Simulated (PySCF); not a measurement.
# Radial density of As⁻ (arsenic, charge -1)

UHF, [Ar] 3d10 4s2 4p4, high-spin 3P determinant. All numbers are calculated (PySCF 2.14, no relativity, point nucleus, in def2-QZVPPD (12s7p5d4f1g, 95 functions)).

| r (bohr) | 4πr²ρ (e/bohr) | 4πr²(ρα − ρβ) |
| --- | --- | --- |
| 0.000752 | 0.1670 | 0.0000 |
| 0.00126 | 0.4567 | 0.0000 |
| 0.00213 | 1.221 | 0.0000 |
| 0.00358 | 3.138 | -0.0001 |
| 0.00602 | 7.560 | -0.0001 |
| 0.0101 | 16.33 | -0.0002 |
| 0.0170 | 29.43 | 0.0002 |
| 0.0286 | 39.65 | 0.0033 |
| 0.0482 | 36.49 | 0.0155 |
| 0.0810 | 34.09 | 0.0401 |
| 0.136 | 47.03 | 0.0342 |
| 0.229 | 32.75 | -0.0150 |
| 0.386 | 27.21 | 0.0764 |
| 0.649 | 25.64 | 0.0158 |
| 1.09 | 6.433 | 0.1755 |
| 1.84 | 2.912 | 0.8149 |
| 3.09 | 1.407 | 0.5472 |
| 5.19 | 0.2366 | 0.0798 |
| 8.73 | 0.001963 | 0.0006 |

(1) Where is the radial spin density 4πr²(ρα − ρβ) most negative, and why is it negative at all?

## Answers

(1) Around r = 0.229 bohr, down to -0.0150 e/bohr: exchange with the open shell polarises the paired shells in an unrestricted calculation.
